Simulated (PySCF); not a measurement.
# How the method moves the HOMO and LUMO of `O=C(O)C[SiH3]`

Species: C₂H₆O₂Si.
Z-matrix (Å and degrees, PBE0-D3(BJ)/def2-SVP geometry), rows numbered from 1:
```
O 
C   1  1.2030
O   2  1.3430  1  122.43
C   2  1.4956  1  125.49  3   177.91
Si  4  1.8995  2  112.63  1   -87.03
H   3  0.9697  2  106.12  1     0.22
H   4  1.0996  2  108.46  1    31.88
H   4  1.0999  2  110.62  1   152.10
H   5  1.4926  4  110.02  2   -60.81
H   5  1.4934  4  108.32  2   179.70
H   5  1.4914  4  110.04  2    59.95
```

Basis pcSseg-2 throughout (PySCF), one geometry. Isolated species at its PBE0-D3(BJ)/def2-SVP geometry (one conformer only).

Task: How do the orbital energies, the gap and the dipole change with the method?

Result: 
```json
{"method": "OPBE", "kind": "GGA", "HOMO (eV)": "-6.44", "LUMO (eV)": "-1.03", "gap (eV)": "5.41", "μ (D)": "1.65", "SCF cycles": "16"}
{"method": "BLYP", "kind": "GGA", "HOMO (eV)": "-6.44", "LUMO (eV)": "-1.06", "gap (eV)": "5.39", "μ (D)": "1.69", "SCF cycles": "15"}
{"method": "PBE", "kind": "GGA", "HOMO (eV)": "-6.52", "LUMO (eV)": "-1.16", "gap (eV)": "5.36", "μ (D)": "1.68", "SCF cycles": "15"}
{"method": "B97-D", "kind": "GGA", "HOMO (eV)": "-6.54", "LUMO (eV)": "-1.06", "gap (eV)": "5.48", "μ (D)": "1.69", "SCF cycles": "16"}
{"method": "BP86", "kind": "GGA", "HOMO (eV)": "-6.63", "LUMO (eV)": "-1.24", "gap (eV)": "5.39", "μ (D)": "1.69", "SCF cycles": "15"}
{"method": "KT3", "kind": "GGA", "HOMO (eV)": "-6.66", "LUMO (eV)": "-1.11", "gap (eV)": "5.56", "μ (D)": "1.68", "SCF cycles": "16"}
{"method": "KT2", "kind": "GGA", "HOMO (eV)": "-6.68", "LUMO (eV)": "-1.12", "gap (eV)": "5.56", "μ (D)": "1.70", "SCF cycles": "16"}
{"method": "LDA", "kind": "LDA", "HOMO (eV)": "-6.73", "LUMO (eV)": "-1.42", "gap (eV)": "5.31", "μ (D)": "1.72", "SCF cycles": "15"}
{"method": "B97-2", "kind": "global hybrid", "HOMO (eV)": "-7.87", "LUMO (eV)": "-0.15", "gap (eV)": "7.72", "μ (D)": "1.75", "SCF cycles": "14"}
{"method": "B3LYP", "kind": "global hybrid", "HOMO (eV)": "-7.93", "LUMO (eV)": "-0.37", "gap (eV)": "7.55", "μ (D)": "1.76", "SCF cycles": "14"}
{"method": "PBE0", "kind": "global hybrid", "HOMO (eV)": "-8.17", "LUMO (eV)": "-0.10", "gap (eV)": "8.07", "μ (D)": "1.75", "SCF cycles": "14"}
{"method": "mPW1PW91", "kind": "global hybrid", "HOMO (eV)": "-8.20", "LUMO (eV)": "-0.12", "gap (eV)": "8.08", "μ (D)": "1.76", "SCF cycles": "14"}
{"method": "CAM-B3LYP", "kind": "range-separated hybrid", "HOMO (eV)": "-9.67", "LUMO (eV)": "0.89", "gap (eV)": "10.57", "μ (D)": "1.79", "SCF cycles": "13"}
{"method": "BHandHLYP", "kind": "global hybrid", "HOMO (eV)": "-9.78", "LUMO (eV)": "0.75", "gap (eV)": "10.52", "μ (D)": "1.85", "SCF cycles": "13"}
{"method": "wB97X-D", "kind": "range-separated hybrid", "HOMO (eV)": "-10.09", "LUMO (eV)": "1.71", "gap (eV)": "11.80", "μ (D)": "1.78", "SCF cycles": "14"}
{"method": "LC-wPBE", "kind": "range-separated hybrid", "HOMO (eV)": "-10.99", "LUMO (eV)": "2.07", "gap (eV)": "13.06", "μ (D)": "1.77", "SCF cycles": "15"}
{"method": "HF", "kind": "Hartree–Fock", "HOMO (eV)": "-12.22", "LUMO (eV)": "2.53", "gap (eV)": "14.74", "μ (D)": "1.99", "SCF cycles": "11"}
```

The HOMO spans 5.78 eV, from OPBE down to HF, and the gap runs from 5.31 eV (LDA) to 14.74 eV (HF). Over the methods OPBE (0 %), BLYP (0 %), PBE (0 %), B97-D (0 %), BP86 (0 %), KT3 (0 %), KT2 (0 %), LDA (0 %), B97-2 (21 %), B3LYP (20 %), PBE0 (25 %), mPW1PW91 (25 %), BHandHLYP (50 %), HF (100 %), a straight line through the gap against the share of exact exchange rises by 0.95 eV for each 10 % (correlation coefficient 0.998). The dipole ranges from 1.65 D (OPBE) to 1.99 D (HF). This basis has no diffuse functions.
